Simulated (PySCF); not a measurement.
# Be: excitation energy

Be [He] 2s2 (1S) → Be [He] 2s1 3s1, s spin flipped, as a difference of total energies. All numbers are calculated (PySCF 2.14, scalar relativity by spin-free X2C-1e, in aug-cc-pVTZ-DK (5s4p3d2f, 46 functions)). Correlated levels: valence: 1s2 frozen. The calculations carry no spin-orbit coupling.

```tsv
method	excitation energy (cm⁻¹)
UHF	0
MP2 (valence)	0
SCS-MP2 (valence)	0
```

The upper determinant mixes two multiplicities, so it lies between the two terms.

The promoted electron is Rydberg-like, and one or two diffuse shells describe it only roughly, which tends to raise the upper state.
